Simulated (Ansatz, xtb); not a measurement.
## C3H10GeOSi: which of two isomers lies lower

We compare I, `C=CC[SiH2][O][GeH3]`, a singlet, with II, `[SiH3][O][GeH]1[CH2]C[CH2]1`, a singlet. Both are isolated molecules in the gas phase, relaxed with PBE-D3(BJ)/def2-SVP; each stands in its lowest conformer found.

Quicker runs give these differences E(II) − E(I): GFN2-xTB −0.178 eV; HF/STO-3G −0.886 eV (at GFN2-xTB geometries); r2SCAN-D4/def2-SVP −0.098 eV (at GFN2-xTB geometries).

Estimate E(II) − E(I) at the level CCSD(T)/def2-SVP + ΔMP2/def2-TZVPP.

Not settled: CCSD(T)/def2-SVP + ΔMP2/def2-TZVPP gives E(II) − E(I) = −0.057 eV, but this leans on the basis-set step: CCSD(T) alone gives +0.052 eV.

The same difference at several levels:

| level | geometry | E(II) − E(I) (eV) | departure from the last row (eV) | job, with rough time for the two |
| --- | --- | --- | --- | --- |
| GFN2-xTB | GFN2-xTB | −0.178 | −0.121 | optimisation, 0.45 s |
| HF/STO-3G | GFN2-xTB | −0.886 | −0.830 | single point, 0.44 s |
| r2SCAN-D4/def2-SVP | GFN2-xTB | −0.098 | −0.042 | single point, 3.9 s |
| PBE-D3(BJ)/def2-SVP | PBE-D3(BJ)/def2-SVP | −0.101 | −0.044 | optimisation, 53 s |
| HF/def2-SVP | PBE-D3(BJ)/def2-SVP | +0.197 | +0.254 | part of the CCSD(T) run |
| MP2/def2-SVP | PBE-D3(BJ)/def2-SVP | −0.065 | −0.009 | part of the CCSD(T) run |
| CCSD(T)/def2-SVP | PBE-D3(BJ)/def2-SVP | +0.052 | +0.108 | single point |
| CCSD(T)/def2-SVP + ΔMP2/def2-TZVPP | PBE-D3(BJ)/def2-SVP | −0.057 |  | single point, 92 s |

As drawn, II has 2 C–Ge, 1 C–C, 1 Si–H, 1 C–H in place of 1 C=C, 1 C–Si, 2 Ge–H. Structure I has no ring, II a 4-membered ring.

HF/def2-SVP, CCSD(T)/def2-SVP put the two in the other order. The largest departure from CCSD(T)/def2-SVP + ΔMP2/def2-TZVPP is that of HF/STO-3G, 0.830 eV. The last row adds to CCSD(T) the change of the MP2 difference between the two basis sets, here −0.108 eV.

With thermal terms from frequencies at re-optimised GFN2-xTB minima (ideal gas, soft modes damped towards free rotors, one conformer each, 298.15 K, 1 atm): the zero-point term adds +0.091 eV; ΔH is +0.026 and ΔG +0.041 eV.

The correlated steps freeze 18 core orbitals; the filled d shell of Ge is correlated, in a basis made for valence electrons. Codes used: Ansatz 0.2.0, xtb 6.7.1; the last row on 4 threads of Arm Neoverse V2 on a shared host.
